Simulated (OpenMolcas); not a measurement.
## Te III: effect of the IPEA shift

| Item | Value |
| --- | --- |
| Program | OpenMolcas 26.06 |
| Basis | ANO-RCC-VQZP [8s7p5d3f2g] |
| Scalar Hamiltonian | DKH2, point nucleus |
| Active space | 2 electrons in 3 orbitals (5p) |
| State averaging | 2S+1 = 3 even, 3 roots; 2S+1 = 1 even, 6 roots |
| Spin-orbit coupling | state interaction with AMFI integrals over the reference wave functions, term energies averaged over their components |

Methods on the same reference wave functions:
A. CASSCF
B. SS-CASPT2, IPEA 0.25 Eh, imaginary shift 0.1 Eh (closed shells correlated: 4d 5s)
C. SS-CASPT2, IPEA 0.5 Eh, imaginary shift 0.1 Eh (closed shells correlated: 4d 5s)

Energies in eV above 5s2 5p2 3P0, the measured ground level; measured values from the list in Zhang, Palmeri, Quinet and Biemont, Astron. Astrophys. 551, A136 (2013).

```csv
Level,A,B,C,Measured
5s2 5p2 3P0,0.0000,0.0000,0.0000,0.0000
5s2 5p2 3P1,0.4697,0.506,0.505,0.5898
5s2 5p2 3P2,0.9177,0.902,0.899,1.0126
5s2 5p2 1D2,2.2614,1.988,1.978,2.1523
5s2 5p2 1S0,4.2859,3.611,3.624,3.7689
```

Deviations, from unrounded energies. A percentage is the sum of absolute deviations over the sum of measured energies, with the sign that they share, or ± where signs differ.

```
                        Against measurement  Levels      A      B      C
             mean absolute deviation (cm-1)       4   1700   1000   1000
      fine structure of the ground term (%)       2  -13.4  -12.2  -12.4
other terms of the ground configuration (%)       2  +10.6   -5.4   -5.4
```

B, C lie about equally close to measurement and A furthest from it. The largest miss of C in the table is 5s2 5p2 1D2, by -1400 cm-1. The ranking rests on the paired levels alone, and a cruder setting can come out closer through cancelling errors.

Between B and C the level of the table that moves most is 5s2 5p2 1S0, by 110 cm-1 (lowest in B, highest in C). Moves below CASPT2's spread within the term are not significant.

The two smallest mean deviations differ by little beside CASPT2's spread within terms, so their order carries little weight.

From A to B the spin-free energies of the other terms of 5s2 5p2 shown, above 3P, scale by factors of 0.73 to 0.78.

The lowest spin-free term lies below A's lowest term by 0.532 hartree in B, 0.526 hartree in C.

Term energies are means over components that CASPT2 splits; among the terms shown or strongly mixed into the levels shown the widest spread is 140 cm-1 (5s2 5p2 1D, C). With the s shell closed, the reference lacks s² → p² mixing. Measured partners are found by configuration, term and J. A level has none where our copy of the source lacks it or the pairing is in doubt (some pairs that miss far off the trend of their configuration count as doubtful), and it then counts in no deviation. Only configurations of the active space appear.
